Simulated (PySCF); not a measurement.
A run for PySCF: R-BP86/6-31G* on BClFHSe (SMILES FB(Cl)[SeH]), a point of a torsion scan.

```python
from pyscf import gto, scf, dft, mp
from pyscf.data.elements import chemcore

mol = gto.M(
    atom='''
    F    -0.96721882    1.37792719    0.00701899
    B    -0.58925916    0.11510293    0.04056800
    Cl   -1.79006251   -1.08621950   -0.04224543
    Se    1.28981570   -0.23780449    0.48307699
    H     1.29356124    0.62732187    1.63450418
    ''',
    basis='6-31g*',
    cart=True,
    charge=0, spin=0, verbose=3, max_memory=1800)
mf = dft.RKS(mol, xc='b88,p86')
mf.conv_tol = 1e-8
mf.max_cycle = 100
mf.kernel()
if not mf.converged:
    mf = mf.newton().run(mf.mo_coeff, mf.mo_occ)
```

Program output:

```
converged SCF energy = -2987.15419907232
```

The calculation finished and met its thresholds.

Cost: very roughly 9 core-seconds.
